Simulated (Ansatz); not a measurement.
`[SiH2]/C=C/[SiH2]Cl` radical, relaxed with UKS PBE-D4/def2-SVP in the Gaussian-basis code of Ansatz from a rough embedded geometry. The force threshold is 0.03 eV/Å; the program also tests the step.

Total charge 0; spin multiplicity 2.

Start:

```xyz
11

Si    0.168   -2.111    1.388
C     0.273   -0.855    0.065
C    -0.124    0.406    0.180
Si   -0.063    1.788   -1.002
Cl    1.650    2.789   -0.487
H    -1.076   -1.949    2.177
H     0.019   -3.470    0.703
H     0.677   -1.192   -0.838
H    -0.566    0.740    1.177
H    -1.173    2.658   -0.957
H     0.215    1.195   -2.405
```

By how much does the energy fall, and how many steps does the optimiser take? (Estimate.)

Ansatz gave: 46.19 kJ/mol, in 5 steps.

Which bonds change most? (Best estimate.)

Computed: Si4–H10 from 1.410 to 1.502 Å; C2–H8 from 1.046 to 1.108 Å; C3–Si4 from 1.819 to 1.867 Å; Si4–H11 from 1.549 to 1.502 Å.

Give the relaxed structure. (Estimate.)

The calculation gave: 
```xyz
11

Si    0.067   -2.240    1.260
C     0.167   -0.875    0.021
C    -0.131    0.437    0.272
Si    0.055    1.775   -1.017
Cl    1.526    3.145   -0.437
H    -0.813   -1.922    2.436
H    -0.175   -3.603    0.677
H     0.562   -1.139   -0.980
H    -0.507    0.722    1.274
H    -1.217    2.557   -1.189
H     0.465    1.144   -2.317
```
